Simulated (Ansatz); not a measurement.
GaP, triplet, at a GFN2-xTB geometry (such geometries of metal compounds can be far from the true shape).

Input for Ansatz (a first-principles code):
Ansatz 0.2 input:
```yaml
crystal:
  periodic: [false, false, false]
  atoms:
    - {symbol: Ga, position_ang: [-0.00000000, -0.00000000, -0.74669457]}
    - {symbol: P, position_ang: [0.00000000, 0.00000000, 1.54316877]}
basis:
  gaussian:
    orbitals: def2-SVP
hamiltonian:
  xc: r2scan
magnetization: {spin_polarized: true, initial_magnetization: 2}
```

Question: Give the <S^2> at the level R2SCAN/def2-SVP (Ansatz).

Answer: 2.023

Question: What is the computed total energy (R2SCAN/def2-SVP)?

Answer: -2265.749542 Ha
